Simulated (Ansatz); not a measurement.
`O[SiH](F)S[SiH2]Cl` + H₂Se → `O[SiH](F)[SeH]` + `S[SiH2]Cl`  (ligand exchange at the Si–S bond)

Isolated molecules relaxed with PBE0-D4/def2-TZVP in Ansatz; ΔE leaves out vibrations. CCSD(T)/CBS is the MP2 limit (def2-TZVPP, def2-QZVPP) plus CCSD(T) − MP2 in def2-TZVPP, frozen cores. For Se outer-core shells are correlated without core-valence functions, which leaves a few kJ/mol of doubt a bond. Scalar relativity is left out up to krypton. One conformer a species, not always the lowest.

| species | CCSD(T)/CBS(def2) energy (Eh) |
| --- | --- |
| `O[SiH](F)S[SiH2]Cl` | -1613.31766 |
| H₂Se | -2401.89790 |
| `O[SiH](F)[SeH]` | -2866.70409 |
| `S[SiH2]Cl` | -1148.50980 |

Q: Work out ΔE.

A: ΔE = (-2866.70409) + (-1148.50980) − (-1613.31766) − (-2401.89790) = 0.00167 Eh = +0.05 eV.

Largest T1 diagnostic among the species: 0.011.

In def2-TZVPP, CCSD(T) changes the Hartree–Fock value by +0.05 eV (the triples alone add +0.01 eV) and MP2 by +0.06 eV. The D4 term adds +0.09 eV with B3LYP and +0.05 eV with PBE0; it sums over pairs of atoms, weighted by their polarisabilities, and B3LYP, whose exchange is more repulsive, gets the larger term.

B3LYP here is the variant with VWN-RPA as its local correlation; programs differ in this.
